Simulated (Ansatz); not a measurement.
Stepwise reaction of `N[SiH2]O[Si](N)(Cl)Cl` with hydrogen, as a gas-phase model of exchange steps in deposition or etching. ΔE in kJ/mol.

Gas-phase electronic energies from Ansatz, PBE0-D4/def2-TZVP geometries. CBS: MP2 limit from def2 TZ/QZ plus the TZ coupled-cluster correction, frozen cores. This one scheme is used for every species. Functionals use def2-TZVPP. B3LYP here is the variant with VWN-RPA as its local correlation; programs differ in this. Each species was taken in one conformer, which may not be the lowest.

| step | reaction | PBE-D4 | B3LYP-D4 | ωB97M-V | CCSD(T)/CBS |
| --- | --- | --- | --- | --- | --- |
| 1 | `N[SiH2]O[Si](N)(Cl)Cl` + H₂ → `N[SiH2]O[SiH](N)Cl` + HCl | 88.0 | 87.3 | 89.0 | 86.9 |
| 2 | `N[SiH2]O[SiH](N)Cl` + H₂ → `N[SiH2]O[SiH2]N` + HCl | 100.4 | 99.9 | 101.1 | 98.7 |

Problem. By hand: ΔE of the 2 steps together at CCSD(T)/CBS.

Solution. (86.9) + (98.7) = 185.6 kJ/mol, or 92.8 kJ/mol a step.

In ΔE each step is higher than the one before. All are uphill at CCSD(T)/CBS. PBE-D4 differs from CCSD(T)/CBS by 1.1 to 1.7 kJ/mol a step. Isolated molecules leave out the surface, adducts and barriers. Largest T1 diagnostic: 0.011.
